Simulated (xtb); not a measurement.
Al(Cl)(Me)(NCO) (C₂H₃AlClNO), SMILES [CH3][Al]([Cl])[N]=C=O. All values are semi-empirical tight-binding results from xtb (GFN2-xTB unless named), good for trends rather than for accurate numbers. Geometry optimised at GFN2-xTB. The structure was generated by enumeration; whether it is a known compound was not checked. Other conformers were not sampled.

Optimised geometry:

```xyz
9

Al    -0.4465     0.4589    -0.3213
Cl    -2.0988    -0.7035    -0.2444
C     -0.2410     2.2819    -1.0667
H      0.5478     2.3052    -1.8216
H      0.0586     2.9884    -0.2894
H     -1.1565     2.6612    -1.5260
N      1.0261    -0.2897     0.3956
C      2.0348    -0.7292     0.8581
O      3.0111    -1.1562     1.3066
```

A frequency run showed that this geometry is not a minimum.

For metal compounds this method's bond lengths and energies can be far off.

```
Item          Result
-----------  -------
orbital gap  4.58 eV
```

**Question.** Give the atomic charges and the Wiberg bond orders between heavy atoms. (The exact figures need the calculation; the answer reports its results.)

**Answer.** charges (e) Al1 0.34, Cl2 -0.14, C3 -0.20, H4 0.07, H5 0.07, H6 0.08, N7 -0.28, C8 0.33, O9 -0.28. Bond orders Al1–Cl2 1.36, Al1–C3 1.05, Al1–N7 1.03, N7–C8 1.96, N7–O9 0.35, C8–O9 1.90.
